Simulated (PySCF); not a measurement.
## Two-photon absorption: `N1=CN=C(C=C)N=C1`, C5H5N3

Molfile (atoms numbered from 1):
```
C5H5N3
     RDKit          3D

 13 13  0  0  0  0  0  0  0  0999 V2000
   -2.5309    0.2283    0.0712 C   0  0  0  0  0  0  0  0  0  0  0  0
   -1.5144   -0.6278    0.2158 C   0  0  0  0  0  0  0  0  0  0  0  0
   -0.1085   -0.2337    0.0778 C   0  0  0  0  0  0  0  0  0  0  0  0
    0.1848    1.0425   -0.2081 N   0  0  0  0  0  0  0  0  0  0  0  0
    1.4743    1.3165   -0.3154 C   0  0  0  0  0  0  0  0  0  0  0  0
    2.4708    0.4454   -0.1650 N   0  0  0  0  0  0  0  0  0  0  0  0
    2.0719   -0.7907    0.1160 C   0  0  0  0  0  0  0  0  0  0  0  0
    0.8134   -1.1893    0.2489 N   0  0  0  0  0  0  0  0  0  0  0  0
   -3.5676   -0.0975    0.1806 H   0  0  0  0  0  0  0  0  0  0  0  0
   -2.3348    1.2784   -0.1613 H   0  0  0  0  0  0  0  0  0  0  0  0
   -1.6712   -1.6838    0.4482 H   0  0  0  0  0  0  0  0  0  0  0  0
    1.7484    2.3530   -0.5489 H   0  0  0  0  0  0  0  0  0  0  0  0
    2.8521   -1.5503    0.2504 H   0  0  0  0  0  0  0  0  0  0  0  0
  1  2  2  0
  2  3  1  0
  3  4  2  0
  4  5  1  0
  5  6  2  0
  6  7  1  0
  7  8  2  0
  8  3  1  0
  1  9  1  0
  1 10  1  0
  2 11  1  0
  5 12  1  0
  7 13  1  0
M  END
```

Level of theory: PySCF, TDDFT CAM-B3LYP/aug-cc-pVDZ excited states, vertical, gas phase. Geometry: PBE0-D3(BJ)/def2-SVP.

Task: How strongly do the lowest singlets absorb one photon, and two photons of half the energy?

Result: δ for parallel linear polarisation; σ at the peak of a Lorentzian of half width 0.1 eV, single beam; Ω is circular over linear.
```tsv
state	E (eV)	f	photon λ (nm)	δ (au)	σ (GM)	Ω	main
S1	4.41	0.000	563	0.16	0.00	1.50	HOMO−1→LUMO 0.96
S2	4.69	0.004	529	3.19	0.03	1.50	HOMO−2→LUMO 0.90
S3	4.84	0.005	512	1.35	0.01	1.50	HOMO−1→LUMO+1 0.96
S4	4.92	0.001	504	1.06	0.01	1.50	HOMO−2→LUMO+1 0.93
S5	5.41	0.365	458	103	1.11	0.92	HOMO→LUMO 0.90
S6	5.71	0.079	435	55.3	0.66	0.82	HOMO→LUMO+1 0.66, HOMO−3→LUMO 0.21
```

Among these, the strongest one-photon state is S5, the strongest two-photon state S5, with a dipole change of 2.5 D (relaxed, norm of the difference vector).
